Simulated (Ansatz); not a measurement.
Reactions of `C[N](C)[Y]([OH])[OH]`.

Program: Ansatz. Geometries: PBE0-D4/def2-TZVP. ΔE: electronic, gas phase. CCSD(T)/CBS is the MP2 limit (def2-TZVPP, def2-QZVPP) plus CCSD(T) − MP2 in def2-TZVPP, frozen cores. DFT in def2-TZVPP. Elements past krypton have def2 core potentials. For In, Mo, Sb, Y, Zn outer-core shells are correlated without core-valence functions, which leaves a few kJ/mol of doubt a bond. Scalar relativity is left out up to krypton. Each species was taken in one conformer, which may not be the lowest.

```tsv
reaction	B2PLYP (eV)
`C[N](C)[Y]([OH])[OH]` + `[NH2][SbH2]` → `[NH2][Y]([OH])[OH]` + `C[N](C)[SbH2]`	0.06
`C[N](C)[Y]([OH])[OH]` + `C[O][Zn][O][SiH3]` → `C[N](C)[Y]([OH])[O][SiH3]` + `C[O][Zn][OH]`	-0.07
`C[N](C)[Y]([OH])[OH]` + `CBO` → `[OH][Y]([OH])[OH]` + `CBN(C)C`	-0.85
`C[N](C)[Y]([OH])[OH]` + `[CH3][In]([SH])[Cl]` → `[CH3][Y]([OH])[OH]` + `C[N](C)[In]([SH])[Cl]`	1.11
`C[N](C)[Y]([OH])[OH]` + `C[N]=[Mo](=[O])([OH])[F]` → `[OH][Y]([OH])[F]` + `C[N]=[Mo](=[O])([OH])[N](C)C`	-0.89
`C[N](C)[Y]([OH])[OH]` + `[NH2][AlH][Cl]` → `[OH][Y]([OH])[Cl]` + `C[N](C)[AlH][NH2]`	-0.62
```

Q: Give the CCSD(T)/CBS values in the same order. (Best estimate.)

A: The calculation gave: 0.00, -0.08, -0.89, 1.02, -0.99, -0.62 eV.

Largest T1 diagnostic: 0.022, for `C[N]=[Mo](=[O])([OH])[F]`.
